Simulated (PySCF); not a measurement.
Molecule: SMILES O=Cc1ccccn1, C$_{6}$H$_{5}$NO.

Atoms are numbered as in `[O:1]=[CH:2][c:3]1[cH:4][cH:5][cH:6][cH:7][n:8]1` (H(Xn): hydrogen on atom n).

Geometry PBE0-D3(BJ)/def2-SVP throughout; GIAO in PySCF 2.14, gas phase, one conformer, non-relativistic; equivalent atoms averaged; functional PBE0.

(1) How do the shifts δ (against H2O, TMS, NH3 at the same level) depend on the basis set? (a selection of nuclei; ppm; last column core-seconds on shared hosts with different chips, so compare them loosely)

(2) Which nucleus among those listed moves most, in ppm?

(3) Taking the largest basis, IGLO-III (330 functions), as the yardstick, rank the others by their worst heavy-atom deviation.

Answers

(1) 
| basis set | functions | O1 | C2 | C3 | C5 | C4 | N8 | H(C2) | H(C4) | H(C6) | core-s |
| --- | --- | --- | --- | --- | --- | --- | --- | --- | --- | --- | --- |
| STO-3G | 45 | 622.9 | 133.8 | 120.6 | 113.8 | 105.3 | 271.4 | 10.92 | 7.90 | 7.38 | 4.2 |
| pcSseg-0 | 82 | 763.9 | 212.8 | 164.4 | 146.1 | 133.1 | 387.5 | 10.85 | 8.47 | 7.50 | 7.2 |
| 6-31G | 82 | 647.5 | 190.0 | 148.7 | 131.3 | 119.3 | 335.5 | 10.78 | 8.45 | 7.59 | 8.7 |
| 6-31G* | 122 | 600.9 | 184.0 | 145.7 | 130.0 | 117.6 | 318.5 | 9.95 | 8.03 | 7.26 | 14 |
| cc-pVDZ | 137 | 640.0 | 189.6 | 152.6 | 135.2 | 122.4 | 341.8 | 9.94 | 8.06 | 7.25 | 36 |
| def2-SVP | 137 | 644.8 | 189.7 | 151.1 | 134.0 | 121.2 | 342.9 | 9.75 | 8.09 | 7.20 | 32 |
| pcSseg-1 | 161 | 678.3 | 198.8 | 156.7 | 142.1 | 127.1 | 366.1 | 10.03 | 8.22 | 7.40 | 24 |
| aug-cc-pVDZ | 229 | 613.3 | 192.8 | 152.4 | 134.4 | 121.1 | 337.7 | 10.43 | 8.45 | 7.66 | 86 |
| 6-311+G(2d,p) | 246 | 642.7 | 197.4 | 156.5 | 140.0 | 125.4 | 353.0 | 10.36 | 8.38 | 7.59 | 47 |
| def2-TZVP | 278 | 656.6 | 198.9 | 158.2 | 141.7 | 126.8 | 361.3 | 10.34 | 8.35 | 7.55 | 110 |
| cc-pVTZ | 310 | 655.7 | 197.6 | 156.4 | 140.6 | 126.0 | 359.8 | 10.23 | 8.36 | 7.54 | 120 |
| IGLO-III | 330 | 661.1 | 203.2 | 161.9 | 144.9 | 130.0 | 364.1 | 10.35 | 8.40 | 7.57 | 120 |

(2) O1 (aldehyde oxygen): from 600.9 ppm with 6-31G* to 763.9 ppm with pcSseg-0. The smallest spread is 0.47 ppm, at H(C6). Proton shifts span only some 12 ppm, so a few tenths of a ppm matter as much there as several ppm in carbon.

(3) def2-TZVP 4.5 ppm (278 functions), cc-pVTZ 5.6 ppm (310 functions), pcSseg-1 17.2 ppm (161 functions), 6-311+G(2d,p) 18.4 ppm (246 functions), def2-SVP 21.2 ppm (137 functions), cc-pVDZ 22.3 ppm (137 functions), 6-31G 28.6 ppm (82 functions), aug-cc-pVDZ 47.8 ppm (229 functions), 6-31G* 60.2 ppm (122 functions), STO-3G 92.7 ppm (45 functions), pcSseg-0 102.8 ppm (82 functions).

A small basis that lands close on one nucleus may do so by chance; judge by the trend and by all nuclei.
